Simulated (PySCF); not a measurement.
C₈H₈B₂S, SMILES `Bc1cc(B)c2sccc2c1`, neutral singlet in the gas phase. 

Cartesian coordinates (Å):
SMILES: Bc1c2sccc2cc(B)c1
```xyz
19

B     -3.0142    -1.1328     0.0186
C     -1.5885    -0.5574     0.0064
C     -1.3575     0.8362    -0.0985
C     -0.0825     1.4143    -0.1138
B      0.0878     2.9371    -0.2291
C      1.0060     0.5106    -0.0171
S      2.6857     0.9218    -0.0098
C      3.1461    -0.7447     0.1324
C      2.0850    -1.5907     0.1746
C      0.8320    -0.8922     0.0895
C     -0.4713    -1.4029     0.0995
H     -3.1860    -2.3276     0.1083
H     -3.9712    -0.3973    -0.0613
H     -2.2231     1.5008    -0.1717
H     -0.8896     3.6433    -0.3063
H      1.1877     3.4407    -0.2431
H      4.2042    -1.0018     0.1775
H      2.1727    -2.6741     0.2625
H     -0.6232    -2.4832     0.1815
```
Charge 0, spin multiplicity 1.

All levels are single points at this geometry (PBE0-D4/def2-SVP); Pople sets use spherical d functions. Orbital energies aren't observables, and empty levels follow the basis.

B3LYP/LANL2DZ in PySCF gives dipole (D) = 2.43.

Task: Estimate the dipole (D) from each of these levels: B3LYP-D3(BJ)/def2-TZVP in PySCF; PBE0-D4/def2-TZVP in PySCF; M06-2X/6-31G* in PySCF; HF/3-21G in PySCF; HF/6-31G* in PySCF.

Result: 
```csv
level,dipole (D)
B3LYP-D3(BJ)/def2-TZVP in PySCF,2.42
PBE0-D4/def2-TZVP in PySCF,2.39
M06-2X/6-31G* in PySCF,2.11
HF/3-21G in PySCF,2.10
HF/6-31G* in PySCF,2.01
```
